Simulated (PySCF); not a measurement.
Compound: allyl(phenyl)phosphinic acid, C9H11O2P.
Numbering: `[CH2:1]=[CH:2][CH2:3][P@:4](=[O:5])([OH:6])[c:7]1[cH:8][cH:9][cH:10][cH:11][cH:12]1` (hydrogens: H13, H14 on C1; H15 on C2; H16, H17 on C3; H18 on O6; H19 on C8; H20 on C9; H21 on C10; H22 on C11; H23 on C12)

Theory: PBE0-D3(BJ)/def2-SVP geometry optimisation, gas phase in PySCF.

**Question.** List the bond lengths, angles and torsions at this level.

**Answer.** 
```csv
bond,length (pm),order
C1=C2,133.3,double
C2–C3,149.3,single
C3–P4,181.9,single
P4=O5,149.0,double
P4–O6,163.3,single
P4–C7,180.8,single
"C7–C8, C7–C12",139.9,aromatic
"C8–C9, C11–C12",139.3,aromatic
"C9–C10, C10–C11",139.5,aromatic
C1–H13,109.3,single
C1–H14,109.5,single
C2–H15,109.6,single
C3–H16,110.3,single
C3–H17,110.1,single
O6–H18,96.7,single
"C8–H19, C12–H23",109.3,single
"C9–H20, C11–H22",109.3,single
C10–H21,109.3,single
```

Bonds in one row agree within 1 pm and their mean is given. Orders are formal, as drawn. A selection of angles:
```csv
angle,degrees
C1–C2–C3,124.6
C2–C3–P4,110.4
C3–P4–O5,115.4
C3–P4–O6,99.4
C3–P4–C7,107.1
O5–P4–O6,116.1
O5–P4–C7,112.8
O6–P4–C7,104.8
P4–C7–C8,121.8
P4–C7–C12,118.1
C8–C7–C12,120.1
C7–C8–C9,119.9
C8–C9–C10,120.0
C9–C10–C11,120.1
H18–O6–P4,110.3
```

Torsions: C1–C2–C3–P4 -112° (anticlinal); C2–C3–P4–O5 -57° (synclinal); C3–P4–C7–C8 68° (synclinal); H18–O6–P4–C3 166° (antiperiplanar).

Of the pairs four or more bonds apart, O5···H23 is among the closest relative to their van der Waals radii: 2.61 Å, 96 % of the sum of Bondi's values. The 8 C–C bonds span 1.333 Å (C1=C2, drawn double) to 1.493 Å (C2–C3, drawn single), a spread of 0.160 Å. The 6-membered ring C7–C8–C9–C10–C11–C12 has internal angles of 119.8° to 120.1°; it is planar, 0.00 Å rms from its mean plane, widest ring torsion 1°. P4 (phosphoryl phosphorus) is distorted tetrahedral (angles from 99.4° to 116.1°). The 2 O–P bonds span 1.490 Å (P4=O5, drawn double) to 1.633 Å (P4–O6, drawn single), a spread of 0.143 Å.

Point group: C1 (no symmetry element, even within 0.4 Å). No PBE0-D3(BJ)/def2-SVP frequencies stand behind this structure, so it isn't proved a minimum. One conformer, not necessarily the lowest (C1–C2–C3–P4 -112°, C2–C3–P4–O5 -57°, C3–P4–O6–H 166°, C3–P4–C7–C8 68°).
